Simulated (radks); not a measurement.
All-electron atom: Pt III in [Xe] 4f14 5d8. Method: Dirac Kohn-Sham, PBE, spin-unpolarised, spherical densities, finite nucleus; open shells fill j = l - 1/2 first; Fermi nuclear charge, rms radius 5.427 fm; computed with a radial shooting solver on a logarithmic mesh with Libxc functionals.

Unscreened Slater integrals over Kohn-Sham orbitals (hartree). Large and small components are both included.

integral,value
"F0(5d5/2,5d5/2)",0.57235
"F2(5d5/2,5d5/2)",0.29515
"F4(5d5/2,5d5/2)",0.19459
"F0(5d5/2,5d3/2)",0.58224
"F2(5d5/2,5d3/2)",0.30018
"G2(5d5/2,5d3/2)",0.29980
"G4(5d5/2,5d3/2)",0.19780
"F0(5d5/2,5p3/2)",0.65622
"F2(5d5/2,5p3/2)",0.32247
"G1(5d5/2,5p3/2)",0.38838
"G3(5d5/2,5p3/2)",0.23965
"F0(5d5/2,5p1/2)",0.67351
"G3(5d5/2,5p1/2)",0.21847
"F0(5d3/2,5d3/2)",0.59270
"F2(5d3/2,5d3/2)",0.30604
"F0(5d3/2,5p3/2)",0.67174
"F2(5d3/2,5p3/2)",0.33530
"G1(5d3/2,5p3/2)",0.41080
"G3(5d3/2,5p3/2)",0.25354
"F0(5d3/2,5p1/2)",0.69060
"G1(5d3/2,5p1/2)",0.37906
"F0(5p3/2,5p3/2)",0.79620
"F2(5p3/2,5p3/2)",0.42871
"F0(5p3/2,5p1/2)",0.83041
"G2(5p3/2,5p1/2)",0.43584
"F0(5p1/2,5p1/2)",0.87115
